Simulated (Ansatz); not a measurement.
Geometry optimisation, Ansatz, RKS BLYP/6-31G.

Input:

```yaml
crystal:
  periodic: [false, false, false]
  atoms:
    - { symbol: C, position_ang: [-0.0623, 1.2453, -1.0394] }
    - { symbol: C, position_ang: [-0.0465, 0.3336, -0.152] }
    - { symbol: "N", position_ang: [-0.71478, -0.73748, 0.19231] }
    - { symbol: Si, position_ang: [0.45388, -0.38004, 1.29258] }
    - { symbol: H, position_ang: [-0.8566, 1.2755, -1.8539] }
    - { symbol: H, position_ang: [0.5811, 2.1415, -1.0216] }
    - { symbol: H, position_ang: [-1.69066, -0.50297, 0.54976] }
    - { symbol: H, position_ang: [-0.21896, -0.12092, 2.56147] }
    - { symbol: H, position_ang: [1.43557, -1.59052, 1.23218] }
basis:
  gaussian: { orbitals: "6-31G" }
hamiltonian:
  xc: blyp
relax:
  f_tol: 0.015
  max_steps: 40
```

Launched with:

```bash
$ ansatz run input.yaml --threads 1 --pin off --max-ram 2048MiB --backend cpu --events-out ev --progress --plain --runs-dir out
```

Q: Where does it end, and by what steps?

A: It converged. Limits of this set-up: no polarisation functions. After 11 steps the energy has fallen by 2.244 eV; H7 moved furthest, 0.64 Å. The start is strongly strained (largest force component 9 eV/Å).

```tsv
step	energy less start (eV)	largest force component (eV/Å)	accepted
0	0.0000	9.024	yes
1	-1.6574	4.240	yes
2	-2.1487	0.945	yes
3	-2.1856	0.426	yes
4	-2.2080	0.534	yes
5	-2.2331	0.338	yes
6	-2.2376	0.367	yes
7	-2.2401	0.218	yes
8	-2.2418	0.069	yes
9	-2.2431	0.069	yes
10	-2.2437	0.029	yes
11	-2.2438	0.014	yes
```

```xyz
9
Properties=species:S:1:pos:R:3
C -0.109 1.379 -1.085
C -0.131 0.410 -0.152
N -0.926 -0.688 0.253
Si 0.468 -0.517 1.407
H -0.894 1.464 -1.844
H 0.705 2.103 -1.123
H -1.910 -0.899 0.101
H 0.204 0.051 2.780
H 1.474 -1.638 1.425
```

Whether the end is a true minimum wasn't checked by a vibrational analysis.

The run took 28 s on 1 thread of Arm Neoverse V2, with other jobs on the host, peak memory 0.13 GiB.
